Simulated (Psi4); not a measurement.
thiophene (C$_{4}$H$_{4}$S), singlet, at a GFN2-xTB geometry. Base run: MP2/6-31G* in Psi4 1.11.

Psi4 was given this input:
```
memory 2 GB

molecule {
0 1
  S     0.00863827   -0.00734061    1.19288588
  C     0.00298819    1.22583323   -0.00509457
  C    -0.00317090   -1.22567797   -0.02013572
  C    -0.00738740    0.71507349   -1.26119565
  C    -0.01094132   -0.69949816   -1.26987470
  H     0.00773103    2.25348024    0.29900803
  H    -0.00360091   -2.25698993    0.27133421
  H    -0.01235842    1.31824779   -2.15134971
  H    -0.01891549   -1.29167192   -2.16736278
}

set basis 6-31g*

energy('mp2')
print_variables()
```

Variants of this job, named by their change:

| change | ΔE vs base (kcal/mol) | MP2 correlation (Eh) | basis functions | core-seconds (rough) |
|---|---|---|---|---|
| base | 0.000 | -0.66500 | 87 | 2 |
| method = lccd | -31.70 | -0.66530 | 87 | 20 |
| method = omp2 | ___ | -0.66500 | 87 | 8 |
| method = dlpno-mp2 | 0.271 | -0.66457 | 87 | 5 |
| puream = on | 13.83 | -0.64497 | 82 | 2 |
| method = qcisd(t) | -39.65 | -0.66530 | 87 | 50 |
| method = mp4 | ___ | -0.66530 | 87 | 30 |
| method = scs-mp2 | ___ | -0.66530 | 87 | 5 |
| method = fno-ccsd(t) | -39.23 | -0.66530 | 87 | 40 |
| method = cisd | 50.81 | -0.66530 | 87 | 20 |

Q: Fill in the missing entries.

A: 
- method = omp2, ΔE vs base (kcal/mol): -6.45
- method = mp4, ΔE vs base (kcal/mol): -40.30
- method = scs-mp2, ΔE vs base (kcal/mol): 11.67
